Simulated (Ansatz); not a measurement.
Molecule: YCl₂, charge 0, multiplicity 2. The spin state was set by rule; other spins were not relaxed. 
Coordinates optimised at B3LYP-D3(BJ)/def2-TZVP (Ansatz, a program for electronic structure):
```
Y
Cl 1 2.4388
Cl 1 2.4388 2 125.83
```
Charge 0, spin multiplicity 2.

Basis-set convergence of Hartree-Fock and MP2 correlation energies (hartree) with Ansatz. Correlated levels leave the core frozen unless marked. UHF or UKS for open shells. Spin-orbit coupling is left out. Frozen are the shells of the preceding noble gas and the d and f shells that filled before the atom's block. Past Kr the def2 sets carry scalar-relativistic core potentials.

| basis | functions | E(HF) | E(corr, MP2) |
|---|---|---|---|
| def2-SVPD | 88 | -956.78114 | -0.32702 |
| def2-TZVPPD | 158 | (withheld) | (withheld) |

**Question.** Complete the blanks.

**Answer.** 
- def2-TZVPPD, E(HF): -957.08870
- def2-TZVPPD, E(corr, MP2): -0.42287
